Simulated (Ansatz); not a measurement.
Ni3H4, relaxed as a singlet with RKS r2SCAN-D4/def2-SVP in Ansatz, starting from the GFN2-xTB geometry. Force threshold 0.02 eV/Å.

An occupied level lies above an empty one. In the singlet, H4 and H7 lie 0.93 Å apart (atoms count from 1), so these atoms are partly bonded to each other. Another isomer (singlet) lies 0.83 eV lower at PBE0-D4/def2-TZVP; other spin states weren't run for this one.

Start:

```tsv
atom	x (Å)	y (Å)	z (Å)
Ni1	-3.645	0.066	0.940
Ni2	1.514	-0.666	-0.509
Ni3	-1.002	0.725	0.517
H4	2.400	-1.714	-1.086
H5	0.637	0.577	0.157
H6	-2.623	1.194	0.974
H7	2.719	-0.181	-0.993
```

Q: Estimate the energy that the relaxation releases and the steps that it takes.

A: 59.7 kcal/mol, in 20 steps; 2.1 min on 2 threads of Arm Neoverse V2 on a shared host. No frequencies were taken in this run, so the end may be a saddle point.

Q: Does the start keep its bonding and symmetry?

A: By distances, no bond broke or formed, bridged metal pairs apart. The bond that changes most is Ni3–H6, from 1.75 to 1.63 Å (atoms count from 1). A close non-bonded pair moves further: Ni2–Ni3, from 3.05 to 2.12 Å. Metal–metal contacts that move far: Ni2–Ni3 3.05 to 2.12 Å.

Q: Predict the relaxed structure.

A: 
```xyz
7

Ni   -2.460   -0.359    0.533
Ni    1.265   -0.129    0.024
Ni   -0.600    0.637    0.691
H     1.336   -1.273   -0.966
H     0.960    0.730    1.337
H    -1.949    0.868   -0.189
H     1.447   -0.474   -1.430
```
Bond lengths (bridged metal pairs left out): 6 × H–Ni 1.51 to 1.69 Å.
